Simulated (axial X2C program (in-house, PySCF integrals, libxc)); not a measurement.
## Which molecule has these constants?

All values come from calculations with an in-house all-electron X2C program for linear molecules (integrals from PySCF), spin-free (one-electron X2C) or two-component (2c: spin–orbit coupling with atomic mean-field Coulomb and Gaunt terms, which also bring small scalar terms), in Dyall basis sets with cores contracted in-house; open shells are unrestricted.

A two-component PBE0 calculation in a Dyall 3-zeta basis gave Re = 3.920 Å, ωe = 98.7 cm⁻¹, De = 0.37 eV, dipole magnitude 0.46 D, Ω = 1/2.

**Question.** Which molecule is it?
A. BaAl
B. BaP
C. BaSi
D. NaBa
E. MgBa

**Answer.** D. The others have MgBa 4.226 Å and 69.4 cm⁻¹ (Ω = 0); BaSi 3.030 Å and 220.3 cm⁻¹ (Ω = 1); BaAl 3.010 Å and 224.5 cm⁻¹ (Ω = 3/2); BaP 2.518 Å and 359.1 cm⁻¹ (Ω = 1/2).

Each entry is the lowest single determinant of a limited PBE0 search at one distance. De goes to single-determinant-based atoms at the same level (for ions the charge split of lowest energy) and is withheld (n/a) where an atom does not fit its ground term or J level. Main or longest-lived isotopes. One determinant is a doubtful description, or other states lie close, for BaSi, BaAl, BaP; these need not be ground states, and all values refer to the states named. Some open-shell Ω = 0 determinants are out of reach, so the Ω given for BaSi need not be the lowest component. With several unpaired electrons the Ω given is that of one determinant, not necessarily of the lowest component. Some light 2c atoms are not at their ground J level, so De misses part of their lowering (0.04 eV or less). The functionals have no current term, which raises determinants with orbital currents.
